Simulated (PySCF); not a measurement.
# Calculated NMR parameters of FC(F)OCC([SiH3])[SiH3]

- Formula: C3H10F2OSi2
- SMILES: FC(F)OCC([SiH3])[SiH3]
- InChI: InChI=1S/C3H10F2OSi2/c4-3(5)6-1-2(7)8/h2-3H,1H2,7-8H3
- Point group of the computed structure: C1
- Degrees of unsaturation: 0
- Carbon signals: 3
- Proton signals: 4

Bonds (- single, = double, # triple, : aromatic): F1-C2, C2-F3, C2-O4, O4-C5, C5-C6, C6-Si7, C6-Si8. C2 carries H9; C5 carries H10, H11; C6 carries H12; Si7 carries H13, H14, H15; Si8 carries H16, H17, H18.

Method: NMR shieldings at PBE0/pcSseg-1/GIAO, coordinates at the GFN2-xTB level, in PySCF 2.14 (in vacuum, relativity neglected, a single conformation, rapidly exchanging positions averaged).

Scale: $^{1}$H (σref 31.72) and $^{13}$C (σref 186.93) and $^{29}$Si (σref 349.16) vs TMS; $^{19}$F (σref 170.95) against CFCl3; $^{17}$O (σref 336.08) vs H2O (reference shieldings calculated alike).

| carbon | δC, type | δH (multiplicity) | HMBC from (2–3 bonds) | span of the C tensor (ppm) |
| --- | --- | --- | --- | --- |
| C2 | 128.3, CH | 6.25 (m) | H10/H11 | 38 |
| C5 | 75.1, CH2 | 4.16 (d) | H9, H13/H14/H15/H16/H17/H18, H12 | 83 |
| C6 | 9.1, CH | 0.93 (m) | H10/H11, H13/H14/H15/H16/H17/H18 | 31 |

Other nuclei:
```tsv
atoms	nucleus	environment	δ (ppm)	σ (ppm)
H13/H14/H15/H16/H17/H18	$^{1}$H	hydrogen on a silicon bonded to C	3.97	27.75
F1/F3	$^{19}$F	fluorine of a CF2 group	-88.6	259.5
Si7/Si8	$^{29}$Si	silicon bonded to C, 3 H	-70.7	419.9
O4	$^{17}$O	ether oxygen	130.9	205.2
```

- Carbon types of the structure: 2 × CH, 1 × CH2, leaving 6 H on heteroatoms.
- δC 128.3: sp3 CH bonded to 2 F and O; 3 electronegative neighbours deshield it.
- δC 75.1: sp3 CH2 bonded to O; the inductive effect lowers its shielding.
- δC 9.1: sp3 CH bonded to 2 Si; an electropositive neighbour leaves it electron-rich and shielded.
- δH 6.25: hydrogen on an sp3 CH bonded to 2 F and O; its carbon carries F and O, an electronegative neighbour.
- δH 4.16: hydrogen on an sp3 CH2 bonded to O; its carbon carries O, an electronegative neighbour.

Splittings by $^{19}$F in the carbon and heteronuclear signals aren't shown, as no couplings were computed. Shifts are as computed. Against solution values, carbons near 30 ppm lie about +3 ppm off and those near 130 ppm about +5 ppm. Of 1211 compounds with measured shifts, 218 miss one by over three times the rms of a fit or turn the order of signals round; such compounds aren't used in these exercises. Unscaled 19F shifts against computed CFCl3 carry errors that often reach 10 to 50 ppm. Experimental scales use liquid or dissolved standards, which lie at an offset from isolated H2O (liquid H2O: subtract about 36 ppm). No couplings were computed; multiplicities are counted from neighbouring protons, with m where these are inequivalent, close in shift, in a saturated or five-membered ring or joined by F or P, and br s for small geminal =CH2 splittings.
